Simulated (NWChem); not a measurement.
System: BIF$_{2}$; SMILES FB(F)I

Input file for NWChem:

```
start job
memory heap 200 mb stack 900 mb global 1100 mb
geometry units angstroms noautoz
  B      0.000000     0.000000     1.313693
  F      0.000000    -1.128651     1.976923
  F      0.000000     1.128651     1.976923
  I      0.000000     0.000000    -0.809351
end
basis spherical
  * library def2-svp
end
ecp
  I library def2-ecp
end
dft
  xc m06-l
  grid xcoarse
  iterations 150
  mulliken
end
task dft gradient
```

Output (shortened):

```
             Northwest Computational Chemistry Package (NWChem) 7.3.0
             --------------------------------------------------------

 C2V symmetry detected

                             Geometry "geometry" -> ""
                             -------------------------

 Output coordinates in angstroms (scale by  1.889725989 to convert to a.u.)

  No.       Tag          Charge          X              Y              Z
 ---- ---------------- ---------- -------------- -------------- --------------
    1 B                    5.0000     0.00000000     0.00000000     1.32346305
    2 F                    9.0000     0.00000000    -1.12865100     1.98669305
    3 F                    9.0000     0.00000000     1.12865100     1.98669305
    4 I                   53.0000     0.00000000     0.00000000    -0.79958095

 Effective nuclear repulsion energy (a.u.)     289.3538093082

      Symmetry information
      --------------------

 Group name             C2v
 Group number             16
 Group order               4
 No. of unique centers     3

                                 NWChem DFT Module
                                 -----------------

 Summary of "ao basis" -> "ao basis" (spherical)
 ------------------------------------------------------------------------------
       Tag                 Description            Shells   Functions and Types
 ---------------- ------------------------------  ------  ---------------------
 B                          def2-svp                 6       14   3s2p1d
 F                          def2-svp                 6       14   3s2p1d
 I                          def2-svp                10       26   4s4p2d

      Symmetry analysis of basis
      --------------------------

        a1         29
        a2          7
        b1         13
        b2         19

            General Information
            -------------------
          SCF calculation type: DFT
          Wavefunction type:  closed shell.
          No. of atoms     :     4
          No. of electrons :    48
           Alpha electrons :    24
            Beta electrons :    24
          Charge           :     0
          Spin multiplicity:     1
          Use of symmetry is: on ; symmetry adaption is: on
          Maximum number of iterations: 150
          AO basis - number of functions:    68
                     number of shells:    28
          Convergence on energy requested:  1.00D-06
          Convergence on density requested:  1.00D-05
          Convergence on gradient requested:  5.00D-04

              XC Information
              --------------
                        M06-L Method XC Functional
                         M06-L Exchange Functional  1.000
                       M06-L Correlation Potential  1.000

             Grid Information
             ----------------
          Grid used for XC integration:  xcoarse
          Radial quadrature: Mura-Knowles
          Angular quadrature: Lebedev.
          Tag              B.-S. Rad. Rad. Pts. Rad. Cut. Ang. Pts.
          ---              ---------- --------- --------- ---------
          B                   0.85       21           7.0       194
          F                   0.50       21           8.0       194
          I                   1.40       84           8.0       194
          Grid pruning is: on
          Number of quadrature shells:   126
          Spatial weights used:  Erf1

      Superposition of Atomic Density Guess
      -------------------------------------

 Sum of atomic energies:        -570.21613728

      Non-variational initial energy
      ------------------------------

 Total energy =    -520.620507
 1-e energy   =   -1157.934594
 2-e energy   =     471.574573
 HOMO         =      -0.354687
 LUMO         =       0.073337

      Symmetry analysis of molecular orbitals - initial
      -------------------------------------------------

  Numbering of irreducible representations:

     1 a1          2 a2          3 b1          4 b2

  Orbital symmetries:

     1 a1          2 b2          3 a1          4 a1          5 a1
     6 b2          7 b1          8 a1          9 b2         10 b1
    11 a1         12 a2         13 a1         14 b2         15 a1
    16 a1         17 b2         18 b1         19 a1         20 a2
    21 b2         22 a1         23 b1         24 b2         25 a1
    26 b1         27 a1         28 b2         29 a1         30 b1
    31 a1         32 b2         33 b1         34 a1

     ---------------------------------------------
      Total Density - Mulliken Population Analysis
     ---------------------------------------------

    Atom       Charge   Shell Charges
 -----------   ------   -------------------------------------------------------
    1 B    5     4.04   1.99  0.70  0.09  0.91  0.17  0.18
    2 F    9     9.34   1.99  1.15  0.72  3.50  1.98  0.00
    3 F    9     9.34   1.99  1.15  0.72  3.50  1.98  0.00
    4 I   25    25.28   1.83  0.22  1.22  0.67  2.93  3.13  2.63  2.64  9.82  0.19

   convergence    iter        energy       DeltaE   RMS-Dens  Diis-err
 ---------------- ----- ----------------- --------- --------- ---------
 d= 0,ls=0.0,diis     1   -522.2434220232 -6.88D+02  2.02D-02  7.50D-01
 d= 0,ls=0.0,diis     2   -522.1481813167  9.52D-02  1.20D-02  1.86D+00
 d= 0,ls=0.0,diis     3   -522.3380586444 -1.90D-01  1.17D-03  7.57D-03
 d= 0,ls=0.0,diis     4   -522.3387707723 -7.12D-04  4.93D-04  6.70D-04
 d= 0,ls=0.0,diis     5   -522.3360814264  2.69D-03  2.61D-04  2.78D-04
  Resetting Diis
 d= 0,ls=0.0,diis     6   -522.3361279876 -4.66D-05  2.26D-04  1.03D-04
 d= 0,ls=0.0,diis     7   -522.3361461136 -1.81D-05  3.49D-04  5.30D-05
 d= 0,ls=0.0,diis     8   -522.3361474827 -1.37D-06  1.29D-04  7.34D-05
 d= 0,ls=0.0,diis     9   -522.3361585499 -1.11D-05  3.28D-05  2.25D-06
 d= 0,ls=0.0,diis    10   -522.3361589067 -3.57D-07  7.67D-06  1.56D-07

         Total DFT energy =     -522.336158906725
      One electron energy =    -1158.997606638057
           Coulomb energy =      518.330723888317
    Exchange-Corr. energy =      -47.408789359001
 Nuclear repulsion energy =      165.739513202016

 Numeric. integr. density =       47.999943604247

                  Occupations of the irreducible representations
                  ----------------------------------------------

                     irrep           alpha         beta
                     --------     --------     --------
                     a1               11.0         11.0
                     a2                2.0          2.0
                     b1                4.0          4.0
                     b2                7.0          7.0

                       DFT Final Molecular Orbital Analysis
                       ------------------------------------

 Vector   22  Occ=2.000000D+00  E=-3.431855D-01  Symmetry=a1
              MO Center=  7.9D-16, -2.5D-15,  6.2D-02, r^2= 3.2D+00
   Bfn.  Coefficient  Atom+Function         Bfn.  Coefficient  Atom+Function
  ----- ------------  ---------------      ----- ------------  ---------------
    55      0.471653  4 I  pz                58      0.361985  4 I  pz
     6      0.270858  1 B  pz                20     -0.253319  2 F  pz
    34     -0.253319  3 F  pz                 2      0.203734  1 B  s
    52     -0.192479  4 I  pz                45     -0.170048  4 I  s
    23      0.168650  2 F  pz                37      0.168650  3 F  pz

 Vector   23  Occ=2.000000D+00  E=-2.656520D-01  Symmetry=b1
              MO Center= -4.1D-16, -9.6D-16, -6.2D-01, r^2= 2.2D+00
   Bfn.  Coefficient  Atom+Function         Bfn.  Coefficient  Atom+Function
  ----- ------------  ---------------      ----- ------------  ---------------
    53      0.580152  4 I  px                56      0.536500  4 I  px
    50     -0.238333  4 I  px                47     -0.192422  4 I  px
     4     -0.112365  1 B  px                18      0.087415  2 F  px
    32      0.087415  3 F  px                21     -0.067311  2 F  px
    35     -0.067311  3 F  px                67     -0.033247  4 I  d  1

 Vector   24  Occ=2.000000D+00  E=-2.543791D-01  Symmetry=b2
              MO Center= -6.6D-16, -7.7D-18, -7.1D-01, r^2= 2.1D+00
   Bfn.  Coefficient  Atom+Function         Bfn.  Coefficient  Atom+Function
  ----- ------------  ---------------      ----- ------------  ---------------
    54      0.601119  4 I  py                57      0.549566  4 I  py
    51     -0.245501  4 I  py                48     -0.198139  4 I  py
    20      0.081645  2 F  pz                34     -0.081645  3 F  pz
    23     -0.059024  2 F  pz                37      0.059024  3 F  pz
    11     -0.029785  1 B  d -1

 Vector   25  Occ=0.000000D+00  E=-3.679966D-02  Symmetry=b1
              MO Center= -4.6D-15, -2.7D-17,  1.1D+00, r^2= 2.4D+00
   Bfn.  Coefficient  Atom+Function         Bfn.  Coefficient  Atom+Function
  ----- ------------  ---------------      ----- ------------  ---------------
     4      0.684722  1 B  px                 7     -0.479237  1 B  px
    56      0.278220  4 I  px                18     -0.246160  2 F  px
    32     -0.246160  3 F  px                21      0.230823  2 F  px
    35      0.230823  3 F  px                53      0.181600  4 I  px
    67      0.151359  4 I  d  1              62     -0.089323  4 I  d  1

 Vector   26  Occ=0.000000D+00  E=-4.432443D-03  Symmetry=a1
              MO Center=  2.7D-15,  1.1D-16, -1.6D-01, r^2= 3.5D+00
   Bfn.  Coefficient  Atom+Function         Bfn.  Coefficient  Atom+Function
  ----- ------------  ---------------      ----- ------------  ---------------
     3      1.026060  1 B  s                 58     -0.947913  4 I  pz
    46     -0.529030  4 I  s                  2      0.520619  1 B  s
     6      0.396297  1 B  pz                45     -0.339174  4 I  s
     9     -0.314258  1 B  pz                55     -0.273730  4 I  pz
    17     -0.183487  2 F  s                 31     -0.183487  3 F  s

 Vector   27  Occ=0.000000D+00  E= 1.147264D-01  Symmetry=a1
              MO Center= -2.6D-15,  2.0D-14,  1.5D+00, r^2= 3.9D+00
   Bfn.  Coefficient  Atom+Function         Bfn.  Coefficient  Atom+Function
  ----- ------------  ---------------      ----- ------------  ---------------
     3      1.403220  1 B  s                  2     -0.659050  1 B  s
     6     -0.437567  1 B  pz                17     -0.391618  2 F  s
    31     -0.391618  3 F  s                  9      0.383069  1 B  pz
    45     -0.331030  4 I  s                 46      0.252586  4 I  s
    66     -0.217436  4 I  d  0              58      0.197305  4 I  pz

     ---------------------------------------------
      Total Density - Mulliken Population Analysis
     ---------------------------------------------

    Atom       Charge   Shell Charges
 -----------   ------   -------------------------------------------------------
    1 B    5     4.64   1.99  0.77 -0.02  1.47  0.20  0.24
    2 F    9     9.11   1.99  1.17  0.70  3.34  1.91  0.01
    3 F    9     9.11   1.99  1.17  0.70  3.34  1.91  0.01
    4 I   25    25.15   1.83  0.22  1.31  0.59  2.94  3.11  2.57  2.54  9.81  0.23

     -------------------------------------------
      Total Density - Lowdin Population Analysis
     -------------------------------------------

    Atom       Charge   Shell Charges
 -----------   ------   -------------------------------------------------------
    1 B    5     5.27   1.96  0.51  0.25  1.33  0.68  0.54
    2 F    9     8.95   1.98  1.00  0.69  3.19  2.08  0.01
    3 F    9     8.95   1.98  1.00  0.69  3.19  2.08  0.01
    4 I   25    24.83   1.25  0.73  1.02  0.76  2.77  3.18  2.48  2.60  9.49  0.55

     Multipole analysis of the density
     ---------------------------------

     L   x y z        total         alpha         beta         nuclear
     -   - - -        -----         -----         ----         -------
     0   0 0 0      0.000000    -24.000000    -24.000000     48.000000

     1   1 0 0     -0.000000     -0.000000     -0.000000      0.000000
     1   0 1 0     -0.000000     -0.000000     -0.000000      0.000000
     1   0 0 1     -0.144696    -21.226192    -21.226192     42.307689

     2   2 0 0    -30.233964    -15.116982    -15.116982      0.000000
     2   1 1 0     -0.000000     -0.000000     -0.000000      0.000000
     2   1 0 1      0.000000      0.000000      0.000000      0.000000
     2   0 2 0    -32.905981    -57.394092    -57.394092     81.882203
     2   0 1 1      0.000000      0.000000      0.000000      0.000000
     2   0 0 2    -31.081402   -186.569866   -186.569866    342.058329

            General Information
            -------------------
          SCF calculation type: DFT
          Wavefunction type:  closed shell.
          No. of atoms     :     4
          No. of electrons :    48
           Alpha electrons :    24
            Beta electrons :    24
          Charge           :     0
          Spin multiplicity:     1
          Use of symmetry is: on ; symmetry adaption is: on
          Maximum number of iterations: 150
          AO basis - number of functions:    68
                     number of shells:    28
          Convergence on energy requested:  1.00D-06
          Convergence on density requested:  1.00D-05
          Convergence on gradient requested:  5.00D-04

              XC Information
              --------------
                        M06-L Method XC Functional
                         M06-L Exchange Functional  1.000
                       M06-L Correlation Potential  1.000

             Grid Information
             ----------------
          Grid used for XC integration:  xcoarse
          Radial quadrature: Mura-Knowles
          Angular quadrature: Lebedev.
          Tag              B.-S. Rad. Rad. Pts. Rad. Cut. Ang. Pts.
          ---              ---------- --------- --------- ---------
          B                   0.85       21           7.0       194
          F                   0.50       21           8.0       194
          I                   1.40       84           8.0       194
          Grid pruning is: on
          Number of quadrature shells:   126
          Spatial weights used:  Erf1

          Convergence Information
          -----------------------
          Convergence aids based upon iterative change in
          total energy or number of iterations.
          Levelshifting, if invoked, occurs when the
          HOMO/LUMO gap drops below (HL_TOL):  1.00D-02
          DIIS, if invoked, will attempt to extrapolate
          using up to (NFOCK): 10 stored Fock matrices.

                    Damping( 0%)  Levelshifting(0.5)       DIIS
                  --------------- ------------------- ---------------
          dE  on:    start            ASAP                start
          dE off:    2 iters        150 iters           150 iters

                            NWChem DFT Gradient Module
                            --------------------------

  charge          =   0.00
  wavefunction    = closed shell

  Using symmetry

                         DFT ENERGY GRADIENTS

    atom               coordinates                        gradient
                 x          y          z           x          y          z
   1 B       0.000000   0.000000   2.500983    0.000000   0.000000   0.005146
   2 F       0.000000  -2.132841   3.754305    0.000000   0.001795  -0.001441
   3 F       0.000000   2.132841   3.754305    0.000000  -0.001795  -0.001441
   4 I       0.000000   0.000000  -1.510989    0.000000   0.000000  -0.002263
```

Level: M06-L/def2-SVP with def2 effective core potentials on I. Structure relaxed at the PBE0/def2-SVP level. def2 effective core potentials on I; no spin-orbit coupling.
